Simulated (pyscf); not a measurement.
**`[CH2][InH][CH3]`, doublet**

Gas-phase minimum from PySCF at ωB97X-D3(BJ)/def2-SVP, one conformer. •H₂C–InH–CH₃ lies 31.8 kcal/mol over its isomer [H₃C–In–CH₃]• (electronic energy, ωB97M-D3(BJ)/def2-TZVP). 

```
In
H 1 1.7322
C 1 2.1299 2 118.44
H 3 1.0982 1 123.77 2 0.03
H 3 1.0986 4 112.97 1 179.97
C 1 2.1564 2 122.01 3 -179.96
H 6 1.0999 1 111.64 2 -178.58
H 6 1.1016 7 108.67 1 -121.85
H 6 1.1017 7 108.59 8 -116.50
```
Charge 0, spin multiplicity 2.

Properties at ωB97X-D3(BJ)/def2-SVP:

```
Item                                                                                                                                                                                                                                   Value
---------------------------------------------------------------------------------------------------------------------  ---------------------------------------------------------------------------------------------------------------------
Harmonic wavenumbers, unscaled                                                                                         34, 124, 189, 374, 464, 519, 565, 569, 670, 679, 739, 1214, 1367, 1444, 1448, 1810, 3070, 3135, 3168, 3186, 3241 cm⁻¹
Zero-point energy                                                                                                                                                                                                              40.0 kcal/mol
Rotational symmetry number                                                                                                                                                                                                                 1
Entropy of this conformer at 298 K and 1 atm, rigid rotor and harmonic oscillator, modes under 100 cm⁻¹ raised to 100                                                                                                        335.7 J/(mol K)
Dipole moment                                                                                                                                                                                                                         0.55 D
Spin expectation value S2                                                                                                                                                                                                              0.753
```

Single-point totals, which compare only within one level:

```json
[
 {"level": "ωB97X-D3(BJ)/def2-TZVP", "total energy (hartree)": "-270.01725"},
 {"level": "PBE/def2-TZVP", "total energy (hartree)": "-269.77452"},
 {"level": "r²SCAN/def2-TZVP", "total energy (hartree)": "-269.91551"},
 {"level": "B3LYP-D3(BJ)/def2-TZVP", "total energy (hartree)": "-269.98059"},
 {"level": "PBE0-D3(BJ)/def2-TZVP", "total energy (hartree)": "-269.79641"},
 {"level": "M06-2X/def2-TZVP", "total energy (hartree)": "-269.77415"},
 {"level": "ωB97M-D3(BJ)/def2-TZVP", "total energy (hartree)": "-269.94112"}
]
```

The lowest mode is so soft that the shape along it may change with the basis. Soft torsions are taken as harmonic, which can shift the entropy by several J/(mol K). Elements past Kr carry the def2 core potentials, without spin-orbit coupling.
